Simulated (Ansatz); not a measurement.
`C[CH2][Sn][F]` + HBr → `C[CH2][Sn][Br]` + H–F at 500 K and 1 bar (ligand exchange at the Sn–F bond).

Computed with Ansatz on PBE0-D4/def2-TZVP structures; ΔE is electronic, products minus reactants. CBS: MP2 limit from def2 TZ/QZ plus the TZ coupled-cluster correction, frozen cores. This one scheme is used for every species. Elements past krypton have def2 core potentials. For Br, Sn outer-core shells are correlated without core-valence functions, which leaves a few kJ/mol of doubt a bond. Scalar relativity is left out up to krypton. Each species was taken in one conformer, which may not be the lowest.

```
         species  CCSD(T)/CBS energy (Eh)  H − E (kJ/mol)  S (J/(mol·K))
 `C[CH2][Sn][F]`               -392.96747           211.3          398.1
             HBr              -2573.91920            30.5          213.7
`C[CH2][Sn][Br]`              -2866.51200           210.8          420.6
             H–F               -100.39570            39.4          188.7
```

H − E and S are ideal-gas, rigid-rotor, harmonic terms from PBE0-D4/def2-TZVP, for one conformer and one mirror image of each species. 1 Eh = 2625.50 kJ/mol, R = 8.31446 J/(mol·K).

By hand: ΔE, ΔH, ΔS and ΔG.

ΔE = (-2866.51200) + (-100.39570) − (-392.96747) − (-2573.91920) = -0.02103 Eh = -55.2 kJ/mol. Δ(H − E) = 210.8 + 39.4 − 211.3 − 30.5 = 8.4, so ΔH = -46.8 kJ/mol. ΔS = 420.6 + 188.7 − 398.1 − 213.7 = -2.5 J/(mol·K). ΔG = -46.8 − 500 × (-2.5)/1000 = -45.5 kJ/mol.

By hand: the equilibrium constant, and the temperature at which ΔG would vanish if ΔH and ΔS stayed fixed.

log₁₀ K = −ΔG/(RT ln 10) = 4.8. ΔG = 0 at ΔH/ΔS = 18720 K, far beyond where these terms or the molecules hold.

The number of gas molecules stays the same, so ΔS is small and ΔH decides. A doubt of 5 kJ/mol in ΔE shifts log₁₀ K by 0.5 here. Other conformers and mirror images would add mixing entropy, several J/(mol·K) or more a flexible species. Modes under 60 cm⁻¹, often nearly free rotors, make the harmonic entropy too high. These are equilibria of isolated gas molecules and say nothing of rates. Largest T1 diagnostic: 0.015 (customary marks: 0.02 for closed shells, 0.045 for open ones).
